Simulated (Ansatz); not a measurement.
A trace of molecular dynamics of C₂H₈BClO (13 atoms, charge 0, multiplicity 1).

These are results of RKS B3LYP/6-31G* in Ansatz, not measurements.

```json
{"ensemble": "NVE (velocity Verlet)", "starting velocities drawn for": "300 K", "seed": "10752"}
```

```
time (fs)  T (K)  potential energy less start (eV)  conserved less start (meV/atom)
      0.0    300                             0.000                             0.00
      4.0    221                             0.113                             0.08
      8.0    165                             0.194                             0.16
     12.0    234                             0.095                             0.09
     16.0    234                             0.094                             0.05
     20.0    195                             0.150                             0.11
     24.0    197                             0.149                             0.16
     28.0    225                             0.108                             0.12
     32.0    274                             0.037                             0.03
     36.0    237                             0.091                             0.08
     40.0    228                             0.104                             0.14
     44.0    267                             0.048                             0.07
     48.0    216                             0.121                             0.07
     52.0    199                             0.145                             0.10
     56.0    211                             0.129                             0.12
     60.0    163                             0.196                             0.11
     64.0    159                             0.202                             0.08
     68.0    173                             0.182                             0.10
     72.0    154                             0.209                             0.13
     76.0    151                             0.213                             0.08
     80.0    148                             0.218                             0.08
     84.0    153                             0.210                             0.10
     88.0    156                             0.207                             0.10
     92.0    135                             0.235                             0.09
     96.0    168                             0.189                             0.08
    100.0    192                             0.156                             0.11
```

Problem. Is this trajectory sound?

Solution. The conserved energy stayed within 0.18 meV per atom of its start (net change 0.11 meV per atom), so the integration is sound. A run of 0.1 ps of so small a system gives no equilibrium averages. The orbitals stay closed-shell, which can raise the energy where a bond breaks towards radicals; this wasn't checked here. The time step was 0.5 fs.

The run took 11 min on 2 threads of AMD EPYC 7R43 64-Core Processor (Zen 3), on a shared host, peak memory 0.22 GiB.
